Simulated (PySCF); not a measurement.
Cl₃Ga, singlet, geometry from GFN2-xTB (such geometries of metal compounds can be far from the true shape).

The PySCF input:
```python
from pyscf import gto, scf, dft

mol = gto.M(
    atom='''
Ga    0.000000    0.000000   -0.000000
Cl   -1.760000   -1.105817   -0.208205
Cl    0.100325    1.952147   -0.736775
Cl    1.659675   -0.846330    0.944980
''',
    basis='6-31g',
    charge=0,
    spin=0,
    verbose=4,
)

mf = dft.RKS(mol)
mf.xc = 'pbe0'
mf.kernel()
```

### Question
What is the computed nuclear repulsion energy (PBE0/6-31G (PySCF))?

### Answer
527.3017 Eh

### Question
Estimate the Mulliken (on the basis functions themselves) charges in atom order that PBE0/6-31G returns for this input.

### Answer
Ga1 0.48, Cl2 -0.16, Cl3 -0.16, Cl4 -0.16

### Question
Estimate the dipole moment that PBE0/6-31G returns for this input.

### Answer
0.00 D

### Question
What is the computed HOMO-LUMO gap (PBE0/6-31G)?

### Answer
7.31 eV

### Question
What total energy does PBE0/6-31G give?

### Answer
-3304.4569 Eh
